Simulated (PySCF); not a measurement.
Isomers of C2H8O3SSi. Method used: TDDFT wB97X-D/def2-SVPD, vertical, gas phase, core orbitals frozen in the response in PySCF 2.14.0, density-fitted response routines. Geometries: GFN2-xTB; one conformer of each isolated species. Triplets are in the Tamm–Dancoff approximation.

A. `CSC[Si](O)(O)O`
B. `C[S@@](=O)CO[SiH2]O`
C. `C(O[Si](S)(O)O)C`
D. `OS(=O)(C[SiH2]C)=O`

Lowest singlet levels (six at most, fewer where fewer were computed) with oscillator strengths:

1. 195 nm (f 0.026); 178 nm (f 0.044); 162 nm (f 0.003); 157 nm (f 0.030); 155 nm (f 0.008); 152 nm (f 0.081); T1 6.02 eV
2. 155 nm (f 0.005); 150 nm (f 0.006); 143 nm (f 0.042); 142 nm (f 0.061); 141 nm (f 0.004); 140 nm (f 0.027); T1 7.53 eV
3. 229 nm (f 0.003); 209 nm (f 0.028); 193 nm (f 0.010); 181 nm (f 0.046); 171 nm (f 0.021); 168 nm (f 0.012); T1 5.00 eV
4. 199 nm (f 0.059); 198 nm (f 0.015); 176 nm (f 0.063); 174 nm (f 0.004); 171 nm (f 0.022); 166 nm (f 0.049); T1 5.39 eV

Question: Match each spectrum to its molecule.

Answer: 1 = C, 2 = D, 3 = A, 4 = B.
- A: S1 at 5.41 eV, HOMO→LUMO+1 (60%), HOMO→LUMO (9%), HOMO→LUMO+6 (8%); Löwdin shares by element: HOMO sulfur 65%, carbon 21%; LUMO silicon 32%, oxygen 25% or more, sulfur 9% (atoms not listed hold the other 34%); HOMO -8.14 and LUMO 1.52 eV.
- B: S1 at 6.24 eV, HOMO→LUMO (78%); Löwdin shares by element: HOMO oxygen 49% or more, sulfur 29%, carbon 8% or more; LUMO sulfur 52%, carbon 17%, oxygen 5% or more (atoms not listed hold the other 25%); HOMO -9.14 and LUMO 1.68 eV.
- C: S1 at 6.35 eV, HOMO→LUMO (60%), HOMO→LUMO+4 (25%), HOMO→LUMO+2 (9%); Löwdin shares by element: HOMO sulfur 78%, hydrogen 7% or more, silicon 6%, oxygen 4% or more; LUMO silicon 27%, oxygen 23% or more, sulfur 22% (atoms not listed hold the other 28%); HOMO -9.23 and LUMO 1.46 eV.
- D: S1 at 7.99 eV, HOMO→LUMO (74%), HOMO→LUMO+1 (9%); Löwdin shares by element: HOMO oxygen 94%; LUMO sulfur 39%, oxygen 17% or more, hydrogen 11% or more, silicon 7% (atoms not listed hold the other 26%); HOMO -10.74 and LUMO 1.55 eV.
B and C have S1 within 0.12 eV of each other; their strongest listed levels stand at 7.04 eV (f 0.063) and 8.14 eV (f 0.081).
